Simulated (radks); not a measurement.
Neutral silver, [Kr] 4d10 5s1. Method: non-relativistic Kohn-Sham, PBE, spin-polarised, spherical densities, point nucleus; computed with a radial shooting solver on a logarithmic mesh with Libxc functionals. Every spin shell is full or empty, so the densities are truly spherical. Functionals are evaluated on that one density, not self-consistently. Rank these orbital-free kinetic functionals by their error against the exact value of the orbitals, and give that value: Thomas-Fermi, TF + vW, TF + vW/9, LC94, APBEK, revAPBEK, Perdew 92, Thakkar, Pearson, LKT, PG1, DePristo-Kress, Ernzerhof.

Answer. Exact: 5197.38 hartree. From best to worst, with 100 (|E| - |E exact|)/|E exact| (equal figures are ties): LC94 +0.08, DePristo-Kress -0.08, APBEK +0.13, revAPBEK +0.32, Ernzerhof -0.39, Thakkar -0.54, Perdew 92 -0.66, TF + vW/9 -0.67, Pearson -0.93, Thomas-Fermi -5.39, PG1 +15.45, LKT +19.65, TF + vW +37.02.
